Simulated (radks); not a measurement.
The numbers below are computed, except where a source is named.
Q: Ionisation of Ta, [Xe] 4f14 5d3 6s2, to Ta+, [Xe] 4f14 5d3 6s1, under several functionals. Dirac Kohn-Sham, spin-unpolarised, spherical densities, point nucleus; open shells are shared between the two j in proportion to 2j + 1; a radial shooting solver on a logarithmic mesh with Libxc functionals. The NIST Atomic Spectra Database gives 7.550 eV (measured). Rank these functionals by the error of their Delta-SCF ionisation energy: B86b exchange with PBE correlation; Wu-Cohen GGA; PBEsol; BLYP; RPBE; exchange-only B88; AM05; LDA (Slater exchange, Perdew-Zunger correlation); LDA (Slater exchange, VWN5 correlation).

A: From best to worst: exchange-only B88 7.790 eV (+0.240); RPBE 8.381 eV (+0.832); BLYP 8.396 eV (+0.847); AM05 8.438 eV (+0.888); B86b exchange with PBE correlation 8.499 eV (+0.949); PBEsol 8.509 eV (+0.960); Wu-Cohen GGA 8.525 eV (+0.976); LDA (Slater exchange, VWN5 correlation) 8.695 eV (+1.145); LDA (Slater exchange, Perdew-Zunger correlation) 8.704 eV (+1.154). Spin polarisation and multiplet splitting are left out, so open shells lie too high by an amount that depends on their filling. Sharing an open shell by 2j + 1 raises it above the true ground level by a part of the spin-orbit splitting, which enters the differences from NIST.

Beside tabulated values, note that spin-unpolarised runs miss the spin-polarisation part of the exchange energy of open shells.
